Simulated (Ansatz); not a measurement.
Species: CH₂O, net charge 0, singlet state. 
Geometry from a B3LYP-D3(BJ)/def2-TZVP (Ansatz, an electronic-structure program) optimisation:
```
O
H 1 0.9706
C 1 1.3085 2 109.01
H 3 1.1140 1 102.40 2 180.00
```

Quantity: vertical triplet-singlet gap (E(triplet) - E(singlet); each state is the SCF solution reached for its spin; for the singlet the Hartree-Fock reference is unstable and T1 is 0.017), in kcal/mol. Correlated levels leave the core frozen unless marked. Open shells are spin-unrestricted. No spin-orbit coupling. Non-relativistic. CBS(X,Y): correlation extrapolated as X^-3; Hartree-Fock from the larger set.

```json
[
 {"level": "BHLYP/def2-TZVPD", "program": "Ansatz", "vertical triplet-singlet gap (kcal/mol)": "31.5"},
 {"level": "SCS-MP2/def2-QZVPPD", "program": "Ansatz", "vertical triplet-singlet gap (kcal/mol)": "39.4"},
 {"level": "CCSD/def2-SVPD", "program": "Ansatz", "vertical triplet-singlet gap (kcal/mol)": "32.6"},
 {"level": "CCSD/aug-cc-pVTZ", "program": "Ansatz", "vertical triplet-singlet gap (kcal/mol)": "34.7"},
 {"level": "CCSD(T)/CBS(def2-TZVPPD,def2-QZVPPD)", "program": "Ansatz", "vertical triplet-singlet gap (kcal/mol)": "…"}
]
```

Q: Complete the blanks.

A: 
- CCSD(T)/CBS(def2-TZVPPD,def2-QZVPPD), vertical triplet-singlet gap (kcal/mol): 36.4
